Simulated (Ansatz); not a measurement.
```xyz
13

C     1.4000    0.0000    0.0000
C     0.7000    1.2124    0.0000
C    -0.7000    1.2124    0.0000
C    -1.4000    0.0000    0.0000
C    -0.7000   -1.2124    0.0000
C     0.7000   -1.2124    0.0000
N     2.7400    0.0000    0.0000
H     3.1200    0.9400    0.0000
H     1.2425    2.1521    0.0000
H    -1.2425    2.1521    0.0000
H    -2.4850    0.0000    0.0000
H    -1.2425   -2.1521    0.0000
H     1.2425   -2.1521    0.0000
```

Basis set: def2-TZVP (spherical functions). Charge 0, multiplicity 2.

Computed with Ansatz (development build ahead of 0.2.0); each method stands on the lowest determinant of its kind that the runs found. Restricted functionals stand beside restricted open-shell atoms, which can lie above the unrestricted atoms usual in DFT and then raise those values.

Q: Give the atomization energy at this shape (free ground-state atoms in the same class of orbitals less the molecule, no zero-point energy) of doublet C₆H₆N by ωB97X (unrestricted), PBE0 (unrestricted), PBE0 (restricted open-shell), UHF, ROHF.

A:

```tsv
method	atomization energy
ωB97X (unrestricted)	1439.64 kcal/mol
PBE0 (unrestricted)	1461.47 kcal/mol
PBE0 (restricted open-shell)	1466.68 kcal/mol
UHF	1055.12 kcal/mol
ROHF	1057.20 kcal/mol
```

Caution for UHF: the unrestricted determinant is spin contaminated. Caution for ROHF: an unrestricted determinant lies well below.

The shape needn't be a minimum at these levels.
